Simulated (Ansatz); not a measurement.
`C[Si@@H](O)O[Si@@H](O)F`. Total charge 0; spin multiplicity 1.

Z-matrix (Å, degrees):
```
C
Si 1 1.844
H 1 1.092 2 110.6
H 1 1.092 2 110.7 3 120.1
H 1 1.093 2 110.5 3 -119.9
O 2 1.640 1 107.5 3 62.0
O 2 1.650 1 109.7 3 -178.0
H 2 1.486 1 112.6 3 -60.2
H 6 0.959 2 117.8 1 176.6
Si 7 1.615 2 140.6 1 -137.4
O 10 1.621 7 111.8 2 -140.3
F 10 1.601 7 106.5 2 -19.8
H 10 1.467 7 113.2 2 98.6
H 11 0.958 10 119.4 7 42.6
```

Problem. Give the diagnostics of a CCSD(T)/def2-TZVPP run (frozen core, the Gaussian-basis code of Ansatz). (Best estimate.)

Solution. Computed: T1 = 0.0115, largest single amplitude 0.011, largest double 0.013, (T) share of the correlation energy 3.3 %, 9 CCSD cycles. The RHF solution is stable towards an unrestricted one. T1 lies under the customary mark of 0.02 for closed shells.
